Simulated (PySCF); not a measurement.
C₇H₇S (doublet state).
Cartesian coordinates in Å at the GFN2-xTB level; atoms count from 1:
```xyz
15
C7H7S angstrom
C      2.900   -0.980    0.252
C      1.865   -0.372    0.188
C      0.646    0.307    0.061
C      0.405    1.555    0.504
S     -1.177    2.174    0.151
C     -1.578    0.709   -0.880
C     -0.577   -0.389   -0.527
C     -0.977   -1.218    0.625
H      3.810   -1.497    0.326
H      1.091    2.190    1.032
H     -1.494    1.017   -1.922
H     -2.604    0.414   -0.671
H     -0.320   -0.992   -1.402
H     -1.531   -0.770    1.428
H     -0.464   -2.141    0.814
```

The hyperfine couplings belong to this conformer and change with its torsions.

As a line formula: `C#CC1=CSC[C@@H]1[CH2]` [radical].

Computed with UKS B3LYP, pcH-1 on C H S, non-relativistic, mean-field spin-orbit, GIAO (PySCF 2.14.0). One conformer (not necessarily the lowest) at the GFN2-xTB geometry, without solvent, vibrations or thermal averaging. Couplings are sensitive to structure, and on GFN2-xTB geometries they can be far from those on DFT ones. The SCF solution wasn't tested for stability.

Principal values of hyperfine tensors in MHz (contact, dipolar and spin–orbit terms together), for some of the nuclei:

```json
{"atom": "C8", "isotope": "13C", "A1": "15.80", "A2": "16.74", "A3": "251.00"}
{"atom": "C3", "isotope": "13C", "A1": "55.51", "A2": "69.20", "A3": "84.21"}
{"atom": "H15", "isotope": "1H", "A1": "-95.22", "A2": "-58.38", "A3": "-19.43"}
{"atom": "H14", "isotope": "1H", "A1": "-92.14", "A2": "-55.98", "A3": "-17.21"}
{"atom": "C7", "isotope": "13C", "A1": "-26.36", "A2": "-23.64", "A3": "-21.41"}
{"atom": "C4", "isotope": "13C", "A1": "-0.49", "A2": "0.63", "A3": "32.91"}
{"atom": "C6", "isotope": "13C", "A1": "8.97", "A2": "9.44", "A3": "13.95"}
{"atom": "H10", "isotope": "1H", "A1": "-10.47", "A2": "-5.61", "A3": "2.64"}
```

(1) Give the isotropic coupling of each nucleus in MHz and in mT (g = 2.0029), and the anisotropic part.

(2) What spin density at the nucleus of C8 lies behind its contact coupling (g_N = 1.40482)?

(3) H13 (1H, g_N = 5.58569) isn't in the table. Its spin density at the nucleus is 0.00599 bohr⁻³. What is its contact coupling?

(4) Which nucleus of the table has the largest anisotropic coupling, and what is its form?

(5) What first-order splitting does H15 cause when the field lies along A1, A2 or A3 of its tensor (g taken as isotropic, no quadrupole term)?

Answers

(1) a_iso is a third of the trace, T = A − a_iso, and a(mT) = a(MHz)/(g × 13.996). The tensors hold a spin–orbit part: the run splits a_iso into a_FC + a_SO, and T includes its anisotropic share.

```tsv
atom	a_iso (MHz)	a_FC	a_SO	a_iso (mT)	T1	T2	T3
C8	94.51	94.62	-0.11	3.372	-78.71	-77.77	156.48
C3	69.64	69.65	-0.01	2.484	-14.13	-0.44	14.57
H15	-57.67	-57.69	0.01	-2.057	-37.55	-0.70	38.25
H14	-55.11	-55.12	0.01	-1.966	-37.03	-0.87	37.90
C7	-23.81	-23.82	0.01	-0.849	-2.56	0.16	2.40
C4	11.01	10.97	0.04	0.393	-11.51	-10.38	21.89
C6	10.79	10.80	-0.01	0.385	-1.82	-1.34	3.16
H10	-4.48	-4.49	0.01	-0.160	-5.99	-1.13	7.12
```

(2) a_FC = (2μ0/3) gₑ μB g_N μN ρ(0)/(2S·h) = 800.24 MHz × g_N × ρ(0)/(2S), with ρ in bohr⁻³. With a_FC = 94.62 MHz and 2S = 1, ρ(0) = 0.08417 bohr⁻³.

(3) By the same relation, a_FC = 26.8 MHz. Its full tensor has the principal values 21.71, 22.32, 36.30 MHz.

(4) C8: -78.7, -77.8, 156.5 MHz (the dipolar term alone has -78.7, -77.7, 156.4), axial, in the ratio −1:−1:+2, the form that spin in one p orbital centred on that nucleus gives.

(5) 2 lines (I = 1/2), spaced by |A_i|/(g × 13.996): 3.40, 2.08, 0.69 mT along the axes of A1, A2 and A3.
